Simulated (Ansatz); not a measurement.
Job for Ansatz (a first-principles code): R-B3LYP/def2-TZVPP on OSi (SMILES [O+]#[Si-]).

Ansatz 0.2 input:
```yaml
crystal:
  periodic: [false, false, false]
  atoms:
    - {symbol: Si, position_ang: [0.00000000, -0.00000000, -0.75657293]}
    - {symbol: O, position_ang: [-0.00000000, 0.00000000, 0.75657293]}
basis:
  gaussian:
    orbitals: def2-TZVPP
hamiltonian:
  xc: {name: B3LYP}
scf: {lower_state_search: off}
```

### Question
Give the final energy of this run.

### Answer
-364.7865 hartree.
